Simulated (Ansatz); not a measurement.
**Molecular dynamics of BH6NO2**

Input:

```yaml
crystal:
  periodic: [false, false, false]
  atoms:
    - { symbol: B, position_ang: [0.35, 0.032642, -0.127215] }
    - { symbol: H, position_ang: [0.394097, 0.902344, 1.123227] }
    - { symbol: O, position_ang: [0.436367, 0.911467, -1.219871] }
    - { symbol: O, position_ang: [1.294598, -0.9874, -0.026543] }
    - { symbol: H, position_ang: [-0.528238, 0.351142, 1.13014] }
    - { symbol: "N", position_ang: [-1.078688, -0.50996, 0.313492] }
    - { symbol: H, position_ang: [-0.058152, 1.737254, -1.094108] }
    - { symbol: H, position_ang: [2.148587, -0.669281, -0.368118] }
    - { symbol: H, position_ang: [-1.873549, -0.259674, -0.285023] }
    - { symbol: H, position_ang: [-1.084922, -1.508434, 0.554023] }
basis:
  gaussian: { orbitals: def2-SVP }
hamiltonian:
  xc: pbe
md:
  timestep: 0.5
  n_steps: 200
  ensemble: nve
  temperature: 100.0
  initial_velocities: maxwell_boltzmann
  seed: 10335
```

Command:

```bash
$ ansatz run input.yaml --threads 2 --pin off --max-ram 3072MiB --backend cpu --events-out ev --progress --plain --runs-dir out
```

It starts at the highest image of a converged band. Of that band: The profile has 2 maxima (images 2, 4) with wells between them (image 3): this band takes more than one step, which may be the mechanism or a detour left from its start path. A vibrational analysis at the climbing image gives one clearly imaginary mode, 1334i cm⁻¹: a first-order saddle point.

Output, in part (one step line in 3, the closing report, with atoms numbered from 0):

```
md step     0: t =     0.00 fs  T =   100.0 K  F+E_penalty+E_count = -6347.33420629 eV  E_kin = 0.103408 eV  conserved = -6347.23079829 eV  (27 SCF iters)
md step     3: t =     1.50 fs  T =    89.3 K  F+E_penalty+E_count = -6347.32284402 eV  E_kin = 0.092363 eV  conserved = -6347.23048080 eV  (32 SCF iters)
md step     6: t =     3.00 fs  T =    85.7 K  F+E_penalty+E_count = -6347.31908274 eV  E_kin = 0.088654 eV  conserved = -6347.23042872 eV  (30 SCF iters)
md step     9: t =     4.50 fs  T =    97.3 K  F+E_penalty+E_count = -6347.33121423 eV  E_kin = 0.100622 eV  conserved = -6347.23059200 eV  (32 SCF iters)
md step    12: t =     6.00 fs  T =   112.8 K  F+E_penalty+E_count = -6347.34690293 eV  E_kin = 0.116648 eV  conserved = -6347.23025531 eV  (30 SCF iters)
md step    15: t =     7.50 fs  T =   169.3 K  F+E_penalty+E_count = -6347.40527127 eV  E_kin = 0.175086 eV  conserved = -6347.23018489 eV  (31 SCF iters)
md step    18: t =     9.00 fs  T =   277.1 K  F+E_penalty+E_count = -6347.51722867 eV  E_kin = 0.286520 eV  conserved = -6347.23070838 eV  (30 SCF iters)
md step    21: t =    10.50 fs  T =   388.1 K  F+E_penalty+E_count = -6347.63229785 eV  E_kin = 0.401335 eV  conserved = -6347.23096305 eV  (30 SCF iters)
md step    24: t =    12.00 fs  T =   503.5 K  F+E_penalty+E_count = -6347.75094430 eV  E_kin = 0.520649 eV  conserved = -6347.23029573 eV  (30 SCF iters)
md step    27: t =    13.50 fs  T =   682.4 K  F+E_penalty+E_count = -6347.93737409 eV  E_kin = 0.705646 eV  conserved = -6347.23172856 eV  (29 SCF iters)
md step    30: t =    15.00 fs  T =   788.4 K  F+E_penalty+E_count = -6348.04742435 eV  E_kin = 0.815309 eV  conserved = -6347.23211580 eV  (30 SCF iters)
md step    33: t =    16.50 fs  T =   790.4 K  F+E_penalty+E_count = -6348.04796542 eV  E_kin = 0.817345 eV  conserved = -6347.23062060 eV  (30 SCF iters)
md step    36: t =    18.00 fs  T =   857.3 K  F+E_penalty+E_count = -6348.11712375 eV  E_kin = 0.886509 eV  conserved = -6347.23061437 eV  (30 SCF iters)
md step    39: t =    19.50 fs  T =   995.3 K  F+E_penalty+E_count = -6348.26110189 eV  E_kin = 1.029227 eV  conserved = -6347.23187534 eV  (30 SCF iters)
md step    42: t =    21.00 fs  T =  1046.9 K  F+E_penalty+E_count = -6348.31477499 eV  E_kin = 1.082568 eV  conserved = -6347.23220663 eV  (30 SCF iters)
md step    45: t =    22.50 fs  T =   976.6 K  F+E_penalty+E_count = -6348.24044503 eV  E_kin = 1.009928 eV  conserved = -6347.23051690 eV  (29 SCF iters)
md step    48: t =    24.00 fs  T =   935.8 K  F+E_penalty+E_count = -6348.19918888 eV  E_kin = 0.967701 eV  conserved = -6347.23148775 eV  (29 SCF iters)
md step    51: t =    25.50 fs  T =   861.7 K  F+E_penalty+E_count = -6348.12262313 eV  E_kin = 0.891064 eV  conserved = -6347.23155870 eV  (30 SCF iters)
md step    54: t =    27.00 fs  T =   748.1 K  F+E_penalty+E_count = -6348.00417038 eV  E_kin = 0.773626 eV  conserved = -6347.23054417 eV  (30 SCF iters)
md step    57: t =    28.50 fs  T =   711.6 K  F+E_penalty+E_count = -6347.96649241 eV  E_kin = 0.735841 eV  conserved = -6347.23065159 eV  (27 SCF iters)
md step    60: t =    30.00 fs  T =   740.5 K  F+E_penalty+E_count = -6347.99727954 eV  E_kin = 0.765688 eV  conserved = -6347.23159196 eV  (29 SCF iters)
md step    63: t =    31.50 fs  T =   738.9 K  F+E_penalty+E_count = -6347.99499595 eV  E_kin = 0.764126 eV  conserved = -6347.23086993 eV  (28 SCF iters)
md step    66: t =    33.00 fs  T =   773.9 K  F+E_penalty+E_count = -6348.03120706 eV  E_kin = 0.800239 eV  conserved = -6347.23096811 eV  (27 SCF iters)
md step    69: t =    34.50 fs  T =   809.7 K  F+E_penalty+E_count = -6348.06993484 eV  E_kin = 0.837307 eV  conserved = -6347.23262767 eV  (28 SCF iters)
md step    72: t =    36.00 fs  T =   682.6 K  F+E_penalty+E_count = -6347.93690227 eV  E_kin = 0.705818 eV  conserved = -6347.23108411 eV  (28 SCF iters)
md step    75: t =    37.50 fs  T =   547.1 K  F+E_penalty+E_count = -6347.79566496 eV  E_kin = 0.565738 eV  conserved = -6347.22992662 eV  (28 SCF iters)
md step    78: t =    39.00 fs  T =   535.7 K  F+E_penalty+E_count = -6347.78517291 eV  E_kin = 0.553977 eV  conserved = -6347.23119560 eV  (27 SCF iters)
md step    81: t =    40.50 fs  T =   510.3 K  F+E_penalty+E_count = -6347.75954640 eV  E_kin = 0.527675 eV  conserved = -6347.23187183 eV  (28 SCF iters)
md step    84: t =    42.00 fs  T =   422.6 K  F+E_penalty+E_count = -6347.66693577 eV  E_kin = 0.437005 eV  conserved = -6347.22993089 eV  (28 SCF iters)
md step    87: t =    43.50 fs  T =   448.0 K  F+E_penalty+E_count = -6347.69446067 eV  E_kin = 0.463231 eV  conserved = -6347.23122917 eV  (28 SCF iters)
md step    90: t =    45.00 fs  T =   486.4 K  F+E_penalty+E_count = -6347.73416292 eV  E_kin = 0.502958 eV  conserved = -6347.23120542 eV  (28 SCF iters)
md step    93: t =    46.50 fs  T =   515.0 K  F+E_penalty+E_count = -6347.76306686 eV  E_kin = 0.532578 eV  conserved = -6347.23048923 eV  (28 SCF iters)
md step    96: t =    48.00 fs  T =   606.2 K  F+E_penalty+E_count = -6347.85794638 eV  E_kin = 0.626880 eV  conserved = -6347.23106684 eV  (29 SCF iters)
md step    99: t =    49.50 fs  T =   692.2 K  F+E_penalty+E_count = -6347.94766769 eV  E_kin = 0.715766 eV  conserved = -6347.23190218 eV  (28 SCF iters)
md step   102: t =    51.00 fs  T =   698.5 K  F+E_penalty+E_count = -6347.95296900 eV  E_kin = 0.722337 eV  conserved = -6347.23063245 eV  (28 SCF iters)
md step   105: t =    52.50 fs  T =   745.8 K  F+E_penalty+E_count = -6348.00226135 eV  E_kin = 0.771222 eV  conserved = -6347.23103984 eV  (28 SCF iters)
md step   108: t =    54.00 fs  T =   795.5 K  F+E_penalty+E_count = -6348.05477711 eV  E_kin = 0.822645 eV  conserved = -6347.23213193 eV  (29 SCF iters)
md step   111: t =    55.50 fs  T =   727.7 K  F+E_penalty+E_count = -6347.98365738 eV  E_kin = 0.752487 eV  conserved = -6347.23117076 eV  (29 SCF iters)
md step   114: t =    57.00 fs  T =   648.4 K  F+E_penalty+E_count = -6347.90062396 eV  E_kin = 0.670536 eV  conserved = -6347.23008783 eV  (29 SCF iters)
md step   117: t =    58.50 fs  T =   687.0 K  F+E_penalty+E_count = -6347.94118102 eV  E_kin = 0.710373 eV  conserved = -6347.23080849 eV  (28 SCF iters)
md step   120: t =    60.00 fs  T =   768.4 K  F+E_penalty+E_count = -6348.02637839 eV  E_kin = 0.794590 eV  conserved = -6347.23178852 eV  (30 SCF iters)
md step   123: t =    61.50 fs  T =   801.1 K  F+E_penalty+E_count = -6348.05906116 eV  E_kin = 0.828386 eV  conserved = -6347.23067472 eV  (29 SCF iters)
md step   126: t =    63.00 fs  T =   874.1 K  F+E_penalty+E_count = -6348.13526568 eV  E_kin = 0.903856 eV  conserved = -6347.23140944 eV  (28 SCF iters)
md step   129: t =    64.50 fs  T =   911.5 K  F+E_penalty+E_count = -6348.17467535 eV  E_kin = 0.942566 eV  conserved = -6347.23210964 eV  (28 SCF iters)
md step   132: t =    66.00 fs  T =   833.1 K  F+E_penalty+E_count = -6348.09250226 eV  E_kin = 0.861447 eV  conserved = -6347.23105562 eV  (29 SCF iters)
md step   135: t =    67.50 fs  T =   751.9 K  F+E_penalty+E_count = -6348.00825259 eV  E_kin = 0.777544 eV  conserved = -6347.23070883 eV  (28 SCF iters)
md step   138: t =    69.00 fs  T =   707.4 K  F+E_penalty+E_count = -6347.96336826 eV  E_kin = 0.731537 eV  conserved = -6347.23183118 eV  (29 SCF iters)
md step   141: t =    70.50 fs  T =   594.7 K  F+E_penalty+E_count = -6347.84596763 eV  E_kin = 0.614938 eV  conserved = -6347.23102994 eV  (28 SCF iters)
md step   144: t =    72.00 fs  T =   516.0 K  F+E_penalty+E_count = -6347.76332142 eV  E_kin = 0.533578 eV  conserved = -6347.22974350 eV  (29 SCF iters)
md step   147: t =    73.50 fs  T =   587.2 K  F+E_penalty+E_count = -6347.83904615 eV  E_kin = 0.607212 eV  conserved = -6347.23183441 eV  (29 SCF iters)
md step   150: t =    75.00 fs  T =   599.4 K  F+E_penalty+E_count = -6347.85140128 eV  E_kin = 0.619784 eV  conserved = -6347.23161699 eV  (29 SCF iters)
md step   153: t =    76.50 fs  T =   555.1 K  F+E_penalty+E_count = -6347.80416438 eV  E_kin = 0.574014 eV  conserved = -6347.23015001 eV  (30 SCF iters)
md step   156: t =    78.00 fs  T =   608.8 K  F+E_penalty+E_count = -6347.86049682 eV  E_kin = 0.629554 eV  conserved = -6347.23094310 eV  (27 SCF iters)
md step   159: t =    79.50 fs  T =   677.6 K  F+E_penalty+E_count = -6347.93276672 eV  E_kin = 0.700730 eV  conserved = -6347.23203671 eV  (29 SCF iters)
md step   162: t =    81.00 fs  T =   657.7 K  F+E_penalty+E_count = -6347.91071910 eV  E_kin = 0.680071 eV  conserved = -6347.23064851 eV  (28 SCF iters)
md step   165: t =    82.50 fs  T =   677.9 K  F+E_penalty+E_count = -6347.93204846 eV  E_kin = 0.701031 eV  conserved = -6347.23101791 eV  (28 SCF iters)
md step   168: t =    84.00 fs  T =   716.1 K  F+E_penalty+E_count = -6347.97208486 eV  E_kin = 0.740471 eV  conserved = -6347.23161402 eV  (28 SCF iters)
md step   171: t =    85.50 fs  T =   714.1 K  F+E_penalty+E_count = -6347.96910849 eV  E_kin = 0.738455 eV  conserved = -6347.23065311 eV  (29 SCF iters)
md step   174: t =    87.00 fs  T =   767.1 K  F+E_penalty+E_count = -6348.02404241 eV  E_kin = 0.793237 eV  conserved = -6347.23080530 eV  (29 SCF iters)
md step   177: t =    88.50 fs  T =   855.1 K  F+E_penalty+E_count = -6348.11623839 eV  E_kin = 0.884265 eV  conserved = -6347.23197298 eV  (30 SCF iters)
md step   180: t =    90.00 fs  T =   847.9 K  F+E_penalty+E_count = -6348.10844819 eV  E_kin = 0.876834 eV  conserved = -6347.23161417 eV  (30 SCF iters)
md step   183: t =    91.50 fs  T =   793.8 K  F+E_penalty+E_count = -6348.05109764 eV  E_kin = 0.820873 eV  conserved = -6347.23022493 eV  (29 SCF iters)
md step   186: t =    93.00 fs  T =   838.5 K  F+E_penalty+E_count = -6348.09842845 eV  E_kin = 0.867108 eV  conserved = -6347.23132027 eV  (29 SCF iters)
md step   189: t =    94.50 fs  T =   877.1 K  F+E_penalty+E_count = -6348.13907886 eV  E_kin = 0.907018 eV  conserved = -6347.23206078 eV  (30 SCF iters)
md step   192: t =    96.00 fs  T =   823.5 K  F+E_penalty+E_count = -6348.08251381 eV  E_kin = 0.851532 eV  conserved = -6347.23098175 eV  (30 SCF iters)
md step   195: t =    97.50 fs  T =   790.2 K  F+E_penalty+E_count = -6348.04763340 eV  E_kin = 0.817090 eV  conserved = -6347.23054291 eV  (29 SCF iters)
md step   198: t =    99.00 fs  T =   820.3 K  F+E_penalty+E_count = -6348.07991355 eV  E_kin = 0.848283 eV  conserved = -6347.23163023 eV  (29 SCF iters)
md step   200: t =   100.00 fs  T =   815.7 K  F+E_penalty+E_count = -6348.07546192 eV  E_kin = 0.843542 eV  conserved = -6347.23192019 eV  (27 SCF iters)
Total energy: -6348.07549914 eV, -233.2874717131 hartree
Atom 0 at     1.262744     0.409454    -0.264551 Å, force     1.035660     1.400099     0.094793 eV/Å
Atom 1 at     1.934891     1.192527     0.342671 Å, force     0.370774     0.678092     0.443681 eV/Å
Atom 2 at     0.358997     0.881482    -1.154541 Å, force    -0.770224    -1.063695    -0.726753 eV/Å
Atom 3 at     1.580054    -0.887527    -0.116215 Å, force    -0.944706    -1.424956    -0.776238 eV/Å
Atom 4 at    -2.920930    -1.039572     0.727195 Å, force    -1.103504    -0.435928     0.470309 eV/Å
Atom 5 at    -1.983278    -0.749413     0.522388 Å, force     0.726073     0.703483    -0.357802 eV/Å
Atom 6 at     0.421362     1.798861    -1.450890 Å, force     0.107564     0.144811     0.511450 eV/Å
Atom 7 at     2.454973    -1.077578     0.237176 Å, force     0.111577     0.233350     0.435001 eV/Å
Atom 8 at    -2.019382    -0.566955    -0.492486 Å, force     0.355186    -0.060865     0.071148 eV/Å
Atom 9 at    -1.394250    -1.576812     0.652866 Å, force     0.111599    -0.174390    -0.165589 eV/Å
Dipole moment:     0.173509    -0.028227    -0.146861 e Å
```

The run went to its last step. The conserved energy stayed within 0.18 meV per atom of its start (net change -0.11 meV per atom), so the integration is sound. The system heated up, since it started high on the potential surface and ran downhill. A run of 0.1 ps of so small a system gives no equilibrium averages. The orbitals stay closed-shell, which can raise the energy where a bond breaks towards radicals; this wasn't checked here.

The step under study would form B1–N6, H2–H5 and break B1–H2, H5–N6. These pairs go: B1–N6 1.59 → 3.54 Å, H2–H5 1.07 → 5.36 Å, B1–H2 1.52 → 1.20 Å, H5–N6 1.31 → 1.00 Å. In the last frame they stand as before the step (other bonds may differ from the relaxed reactants and products). It ends as BH3O2 + H3N. Pairs count as bonded within 1.25 times the sum of covalent radii (0.12 Å more for H–H).

Last frame:

```xyz
10
Properties=species:S:1:pos:R:3
B 1.263 0.409 -0.265
H 1.935 1.192 0.343
O 0.359 0.881 -1.155
O 1.580 -0.887 -0.116
H -2.921 -1.040 0.727
N -1.983 -0.749 0.522
H 0.421 1.799 -1.451
H 2.455 -1.078 0.237
H -2.019 -0.567 -0.492
H -1.394 -1.577 0.653
```

Time of the run: 2.9 min on 2 threads of Intel(R) Xeon(R) Platinum 8375C CPU @ 2.90GHz (Ice Lake), on a shared host, peak memory 0.13 GiB.
